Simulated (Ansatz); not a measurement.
Species: C2H6BO (charge 0, doublet). It need not be the lowest isomer of its formula. 
Geometry from a B3LYP-D3(BJ)/def2-TZVP (Ansatz, a first-principles code) optimisation:
```
B
O 1 1.3295
C 2 1.4384 1 125.63
H 3 1.0891 2 108.16 1 122.82
H 3 1.0893 4 109.32 2 -117.68
H 3 1.0902 4 109.72 5 -120.35
C 1 1.5683 2 128.16 3 -0.08
H 7 1.0885 1 113.01 2 -179.94
H 7 1.0969 8 107.84 1 122.29
H 7 1.0969 8 107.83 9 115.39
```
Charge 0, spin multiplicity 2.

Quantity: atomisation energy (electronic, to ground-state atoms), in eV. Valence correlation only, unless marked. UHF or UKS for open shells. No spin-orbit coupling. Non-relativistic. The coupled-cluster limit lacks core correlation, which all-electron functionals hold. Basis-set limits of correlation are two-point, X^-3; Hartree-Fock from the larger set. The bracket is a focal-point correction in the basis named.

```json
[
 {"level": "revPBE/def2-TZVPD", "program": "Ansatz", "atomisation energy (eV)": "39.06"},
 {"level": "B97M-V/def2-TZVPD", "program": "Ansatz", "atomisation energy (eV)": "?"},
 {"level": "BHLYP-D4/def2-TZVPD", "program": "Ansatz + dftd4", "atomisation energy (eV)": "38.67"},
 {"level": "HSE06/def2-TZVPD", "program": "Ansatz", "atomisation energy (eV)": "39.80"},
 {"level": "B2GP-PLYP-D4/def2-TZVPD", "program": "Ansatz + dftd4", "atomisation energy (eV)": "39.19"},
 {"level": "B2GP-PLYP/def2-TZVPD", "program": "Ansatz", "atomisation energy (eV)": "39.13"},
 {"level": "RI-MP2/CBS(cc-pVTZ,cc-pVQZ)+[CCSD(T)-MP2]/cc-pVTZ", "program": "Ansatz", "atomisation energy (eV)": "?"}
]
```

Problem. Fill in the missing entries.

Solution. 
- B97M-V/def2-TZVPD, atomisation energy (eV): 39.70
- RI-MP2/CBS(cc-pVTZ,cc-pVQZ)+[CCSD(T)-MP2]/cc-pVTZ, atomisation energy (eV): 39.53
